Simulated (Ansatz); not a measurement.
**A barrier at the coupled-cluster level**

Start structure (SiNH4ClF2, singlet), relaxed at PBE0-D4/def2-TZVP:

```
9
angstrom
Si -0.7429 -0.7617 -0.4209
N 0.7819 -0.0239 -0.1780
F -0.7072 -1.9404 -1.4812
F -1.1480 -1.4110 0.9618
H -1.7352 0.2209 -0.8694
H 0.5148 1.4728 0.9499
Cl 0.3448 2.5513 1.6758
H 1.2101 0.4424 -0.9667
H 1.4820 -0.5503 0.3287
```

The step: SiNH₃F₂ ([NH2][SiH]([F])[F]) + HCl → SiHClF₂ ([F][SiH]([F])[Cl]) + NH₃ (still joined by a long Si–N bond); bonds formed: Si1–Cl7, N2–H6; bonds broken: H6–Cl7; bonds weakened to dative contacts: Si1–N2. Ansatz 0.2.0; basis: def2-TZVPP and def2-QZVPP; cores frozen in the correlated methods. Extrapolation: Hartree–Fock as exp(−7.88 √X), correlation as X^−2.97. Energies below are by CCSD(T) at an estimated basis limit (MP2 extrapolated from triple and quadruple zeta, plus CCSD(T) − MP2 in triple zeta).

Task: What are the electronic barrier and the energy of the step, from the start structure to the end structure? (To be estimated.)

Result: Computed: Barrier 0.487 eV; step energy -0.332 eV (downhill); reverse barrier, their difference, 0.819 eV. Barrier and step energy count from the start structure, the reverse barrier from the end structure.

The saddle point: One imaginary mode of 245i cm⁻¹.
| pair | start (Å) | saddle (Å) | end (Å) |
| --- | --- | --- | --- |
| Si1–Cl7 | 4.07 | 2.91 | 2.10 |
| N2–H6 | 1.89 | 1.16 | 1.01 |
| Si1–N2 | 1.71 | 1.81 | 2.08 |
| H6–Cl7 | 1.31 | 1.69 | 2.87 |

Zero-point energy (harmonic, PBE0-D4): ZPE is 1.379 eV at the start and 1.405 eV at the saddle, so the barrier goes from 0.487 to 0.513 eV.

T1 diagnostic: at most 0.011.

Hydrogen chloride, the by-product of chloride precursors, can attack films and sites by steps of this kind.

Labels in which every atom is bracketed show which atoms are joined, not bond orders.

For scale, one of the runs: CCSD(T)/def2-TZVPP, 233 basis functions, launched by `ansatz run in.yaml --threads 4 --pin off --events-out ev --progress --plain --max-ram 9574MiB`. The run took 100 s on 4 CPU threads of an Arm Neoverse V2 (shared host), with 4.2 GiB of host memory at its peak.
